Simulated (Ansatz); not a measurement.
Reaction (formal exchange of groups at a Ge–Ge bond): `[OH][GeH]([OH])[GeH3]` + `OCS` → `[OH][GeH2][OH]` + `OC[S][GeH3]`

Calculated with Ansatz (gas phase, PBE0-D4/def2-TZVP geometries, no zero-point term in ΔE). CCSD(T)/CBS is the MP2 limit (def2-TZVPP, def2-QZVPP) plus CCSD(T) − MP2 in def2-TZVPP, frozen cores. For Ge outer-core shells are correlated without core-valence functions, which leaves a few kJ/mol of doubt a bond. Scalar relativity is left out up to krypton. One conformer a species, not always the lowest.

| species | HF/def2-TZVPP energy (Eh) |
| --- | --- |
| `[OH][GeH]([OH])[GeH3]` | -4304.07828 |
| `OCS` | -512.63588 |
| `[OH][GeH2][OH]` | -2227.54045 |
| `OC[S][GeH3]` | -2589.18378 |

(1) Work out ΔE.

Largest T1 diagnostic among the species: 0.012.

Results:

(1) ΔE = (-2227.54045) + (-2589.18378) − (-4304.07828) − (-512.63588) = -0.01007 Eh = -26.4 kJ/mol. CCSD(T)/CBS gives -22.2 kJ/mol.
